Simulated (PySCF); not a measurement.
**Correlation energy of O²⁺ (oxygen, charge +2)**

[He] 2s2 2p2, high-spin 3P determinant. Calculation: PySCF 2.14, in aug-cc-pVQZ-DK; scalar relativity by spin-free X2C-1e. Frozen: 1s2; 4 electrons correlated.

```tsv
level	correlation energy (mhartree)
CCSD	-102.92
(T)	-1.51
CCSD(T)	-104.43
```

Diagnostics: T1 = 0.0049, D1 = 0.0097, largest double amplitude 0.121.

Q: Is a single reference adequate?

A: Mostly. T1 lies below 0.03, but a double amplitude of this size points to a near-degeneracy that CCSD handles and MP2 describes poorly.
